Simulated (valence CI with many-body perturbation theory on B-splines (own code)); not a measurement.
## Questions on K¹⁴⁺

Computed by relativistic CI+MBPT: three valence electrons over a frozen Dirac-Fock core [He], a basis of 9 s, 9 p, 8 d, 6 f, 3 g, 1 h functions for each j, with the one-electron correlation potential Σ1, the two-electron term Σ2, the three-electron term Σ3, Breit, model QED; selected CI, second order for the rest, scaled by the run's own slope (own B-spline code, finite nucleus).

No measured spectrum was set against this ion. As an estimate, levels of excited configurations hold to 0.05 to 0.15 % of their energy, terms of the ground configuration to about 0.5 %.

Rates and lifetimes use the calculated energies. Strong lines usually hold to 10 to 20 %, long lifetimes can be off by a factor of two.

Q: What is the ground level?

A: 2s2 2p 2P°_1/2, composition 97 % 2s2 2p 2P° + 3 % 2p3 2P°, g = 0.663.

Q: How well does LS coupling describe the low levels?

A: Among the lowest 20 levels the leading LS term, summed over configurations, holds 97 % on average. For single configurations the figures are 94 % in LS and 76 % in jj coupling. Terms mix most in the J = 1/2 level at 553.21 × 10³ cm⁻¹, where the leading one holds 73 %.

Q: How is the term 2P° of the ground level split?

A: J = 1/2 at 0.00, J = 3/2 at 29.01 × 10³ cm⁻¹.

Q: Where does the other parity begin?

A: At 2s 2p2 4P_1/2, 248.00 × 10³ cm⁻¹.

Q: What is the ionisation energy?

A: 860.93 eV; NIST lists 860.92 ± 0.25 eV (semi-empirical).
